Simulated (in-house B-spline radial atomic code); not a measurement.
Checks on a self-consistent run for the thulium ion Tm²¹⁺, [Kr] 4d10 4f2. Method: Dirac-Hartree-Fock, average of configuration, Fermi nucleus of rms radius 5.2256 fm. Calculated with an all-electron radial atomic-structure program (B-spline basis).

```tsv
orbital	q	ε (Eh)	<1/r>	<r²>	small-component weight
1s1/2	2	-2217.63543	79.0655	0.00054843	0.066858
2s1/2	2	-397.15611	19.0632	0.00845151	0.014982
2p1/2	2	-378.69419	18.9933	0.00610885	0.014996
2p3/2	4	-342.61479	16.406	0.00732062	0.013737
3s1/2	2	-108.57607	7.01001	0.0552231	0.0048851
3p1/2	2	-100.47712	6.91223	0.0511548	0.0048114
3p3/2	4	-92.70084	6.25711	0.0577342	0.004467
3d3/2	4	-79.08673	6.12523	0.0453556	0.0043218
3d5/2	6	-77.41299	5.96589	0.047166	0.0042227
4s1/2	2	-38.76684	3.03418	0.258372	0.0016861
4p1/2	2	-35.37048	2.94282	0.264418	0.0016176
4p3/2	4	-33.38541	2.73904	0.290971	0.0015165
4d3/2	4	-27.68239	2.57086	0.302332	0.0013687
4d5/2	6	-27.29075	2.51991	0.311294	0.0013384
4f5/2	0.85714	-20.84293	2.2754	0.308877	0.0011078
4f7/2	1.1429	-20.76429	2.25879	0.312577	0.0010975
```

Electron-electron repulsion V_ee = 3881.3021 hartree.

Q: What total energy follows from the eigenvalues?

A: The eigenvalues count the repulsion twice, so E = Σqε - V_ee = -9525.052 - 3881.302 = -13406.354 hartree; the run printed -13406.354.

Q: Does the Dirac virial theorem hold?

A: For a point nucleus E = -2c²Σq·w, with w the small-component weight. Here Σq·w = 0.35689 and c = 137.0360, so the ratio E/(-2c²Σq·w) is 1.000188; the finite nucleus accounts for the departure from 1.

Q: What diamagnetic shielding (Lamb formula) and susceptibility (Langevin formula) do the radii give?

A: σ = (α²/3)Σq<1/r> = 465.882/(3·137.036²) = 8269.6 ppm, and χ = -0.79199×10⁻⁶·Σq<r²> = -5.446×10⁻⁶ cm³/mol with Σq<r²> = 6.8761 bohr². Both are non-relativistic formulas without the paramagnetism of open shells; for so heavy an element the full relativistic shielding is larger by tens of per cent.
